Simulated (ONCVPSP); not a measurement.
**PBE ONCV dataset for gallium, fully relativistic all-electron reference.**

gallium (Ga), optimised norm-conserving Vanderbilt (ONCV), made with ONCVPSP 4.0.1 (PBE, fully relativistic). Core [Ne], reference 3s2 3p6 3d10 4s1.75 4p1.25. Waves: 3s+4s: rc 1.15 bohr, ncon 4, nbas 8, qcut 10.4 1/bohr, 2 projectors; 3p+4p: rc 1.40 bohr, ncon 4, nbas 7, qcut 7.6 1/bohr, 2 projectors; 3d: rc 1.45 bohr, ncon 3, nbas 7, qcut 10.4 1/bohr, 2 projectors, debl 1.9 Ha; f scattering state at 0.43 Ha: rc 1.15 bohr, ncon 4, nbas 7, qcut 9.1 1/bohr, local. Local part: the f channel. Core correction: Teter function, fcfact 5.75, rcfact 1.35.

Open shells are filled in proportion to 2j + 1.

(1) Estimate the cutoffs (Ha) at which the residual kinetic energy of the hardest occupied pseudo-wave falls to 1 and 0.1 mHa per electron.

(2) Does the potential have ghost states?

(3) Which valence shell sets the plane-wave cutoff?

(4) Tests: 3s2 3p6 3d10 4s2 4p1; 3s2 3p6 3d10 4s2 4p0; 3s2 3p6 3d10 4s1 4p0; 3s2 3p6 3d10 4s1 4p2. Which has the largest error in its energy relative to the reference configuration, and how large is it?

## Answers

(1) 57 Ha and 79 Ha.

(2) No bound ghost flagged; no localised positive-energy state flagged.

(3) 3p: 57 Ha for 1 mHa per electron, against 45 Ha for 3d.

(4) 3s2 3p6 3d10 4s1 4p2, with -0.5 meV (all-electron minus pseudo) on +4.93 eV.
